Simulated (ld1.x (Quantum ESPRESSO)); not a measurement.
The numbers below are computed, except where a source is named.
**Potentials for nitrogen (N) compared**

Generated with ld1.x 7.5 (TM, RRKJ, ultrasoft, PAW), atompaw 4.2 or ONCVPSP 4.0.1. The cutoff is in Ry: for ld1.x and atompaw files where the sum of valence levels is converged to 10 mRy in a Bessel basis, for ONCV files where the hardest occupied wave has 1 mHa per electron of residual kinetic energy. The error is the largest all-electron minus pseudo excitation energy over each file’s own four to seven test configurations (ionisations up to +4, promotions, holes and added fractions of an electron), all of which were solved. The labels leave out finer settings (local radius, basis sizes, second energies), which also bear on the numbers. Spin-polarised tests are not counted. The rows are a selection from randomly drawn settings: files with unsolved tests, undetermined cutoffs or missed reference levels are left out.

A true bound ghost makes a file unfit for plane-wave use even where its test errors are small: the radial tests pick states by their node count and pass the ghost by.

| potential | cutoff (Ry) | largest error (meV) | bound ghosts |
| --- | --- | --- | --- |
| PAW, PBEsol, scalar-relativistic, rc 1.05/2.20/1.85 (spd), local smoothed, core correction yes, reference 2s2 2p3 | 15 | -6.3 | none |
| ultrasoft, PBE, scalar-relativistic, rc 1.00/1.25 (sp), local smoothed, core correction yes, reference 2s2 2p3 | 40 | +368 | none |
| TM, PBE, scalar-relativistic, rc 1.00/1.65/1.55 (spd), local s, core correction yes, reference 2s2 2p1 | 55 | +597 | none |
| PAW, PBE, scalar-relativistic, rc 1.00/2.00 (sp), local smoothed, core correction yes, reference 2s1.5 2p3.5 | 18 | -29 | none |
| TM, PBEsol, fully relativistic, rc 0.70/1.60/1.70 (spd), local p, core correction yes, reference 2s2 2p2.5 | 140 | +1041 | none |
| PAW, LDA (PZ), scalar-relativistic, rc 0.70/1.30 (sp), local smoothed, core correction yes, reference 2s2 2p3 | 80 | -41 | s |
| RRKJ, BP86, fully relativistic, rc 1.10/1.70 (sp), local s, core correction no, reference 2s2 2p2 | 50 | +1434 | none |
| TM, PBE, scalar-relativistic, rc 0.90/1.50 (sp), local s, core correction yes, reference 2s2 2p3 | 55 | +1027 | none |

**Question.** Fill in the row for N: TM semilocal, PBE, scalar-relativistic, rc 0.80/1.25 (sp), local p, core correction no, reference 2s2 2p3.

**Answer.** cutoff 70 Ry, largest error +798 meV, bound ghosts: none.
